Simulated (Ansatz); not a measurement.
This geometry of CH₃BrClNOSi (9 atoms, charge 0, multiplicity 1) is a first-order saddle point.

Method: RKS PBE/def2-SVP (Ansatz 0.2.0).

```xyz
9
Properties=species:S:1:pos:R:3
O -1.157 -1.852 -0.348
C -0.866 -1.214 0.645
N -0.095 -0.057 0.654
Si 0.607 0.701 -0.779
Cl 2.658 0.823 -0.511
Br -0.193 2.778 -0.946
H -1.199 -1.503 1.683
H 0.054 0.368 1.575
H 0.279 -0.088 -1.991
```

Question: Which two structures does it join? (They come from a converged band through this point; their orientation in space is the band's.)

Answer: No bond is made or broken. The dihedral C2–N3–Si4–H9 goes from -50 to 50°.

Initial state:

```xyz
9
Properties=species:S:1:pos:R:3
O -1.717 -1.104 -0.334
C -1.014 -1.005 0.659
N 0.133 -0.241 0.688
Si 0.646 0.622 -0.771
Cl 2.571 1.249 -0.311
Br -0.630 2.398 -1.178
H -1.236 -1.531 1.631
H 0.657 -0.174 1.566
H 0.679 -0.260 -1.967
```

Final state:

```xyz
9
Properties=species:S:1:pos:R:3
O -0.200 -2.085 -0.098
C -0.597 -1.275 0.726
N -0.370 0.080 0.612
Si 0.499 0.703 -0.800
Cl 2.520 0.291 -0.693
Br 0.187 2.914 -0.681
H -1.186 -1.562 1.643
H -0.710 0.699 1.354
H -0.054 0.189 -2.079
```

Question: How far does it lie above each of them?

Answer: 5.2 kJ/mol above the first and 5.7 kJ/mol above the second. This is the barrier of this one path; another mechanism may lie lower.

Run time: 2.4 min on 2 threads of Intel(R) Xeon(R) Platinum 8559C (Emerald Rapids) (shared host), peak memory 0.2 GiB.
